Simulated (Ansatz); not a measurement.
Molecule: ZrO, charge 0, multiplicity 1. 
Coordinates optimised at B3LYP-D3(BJ)/def2-TZVP (Ansatz, an electronic-structure program):
```xyz
2

Zr     0.0000     0.0000    -0.2863
O      0.0000     0.0000     1.4315
```

Total electronic energies in hartree. Valence correlation only, unless marked. Spin-orbit coupling is left out. The frozen core is the preceding noble-gas configuration, with the filled d and f shells of earlier blocks. Past Kr the def2 sets carry scalar-relativistic core potentials. CBS marks a two-point X^-3 extrapolation of the correlation energy; Hartree-Fock from the larger set.

The Hartree-Fock reference is unstable (checked in the largest basis), which strains HF and MP2. The T1 diagnostic of CCSD in the largest basis is 0.032, which is high, so the coupled-cluster rows are less sure than usual.

| level | program | energy (Eh) |
|---|---|---|
| HF/def2-SVPD | Ansatz | -121.28586 |
| HF/def2-QZVPP | Ansatz | -121.39752 |
| PBE/def2-TZVPD | Ansatz | -122.21940 |
| revPBE-D4/def2-TZVPD | Ansatz + dftd4 | -122.30401 |
| LC-wPBE-D3(BJ)/def2-TZVPD | Ansatz + dftd3 | -122.22198 |
| B2PLYP-D3(BJ)/def2-TZVPD | Ansatz + dftd3 | -122.08547 |
| MP2/def2-SVP | Ansatz | -121.58214 |
| MP2/def2-TZVPP | Ansatz | -121.75342 |
| RI-MP2/def2-QZVPP | Ansatz | -121.78070 |
| RI-MP2/def2-QZVPPD | Ansatz | -121.78136 |
| SCS-MP2/def2-QZVPPD | Ansatz | -121.76974 |
| CCSD/def2-SVPD | Ansatz | -121.58593 |
| CCSD/CBS(def2-TZVPPD,def2-QZVPPD) | Ansatz | -121.7737 |
| CCSD(T)/def2-QZVPP | Ansatz | -121.78638 |
| CCSD(T)/CBS(def2-TZVPPD,def2-QZVPPD) | Ansatz | -121.8009 |

Totals of different functionals don't rank their quality; only differences between species are comparable.
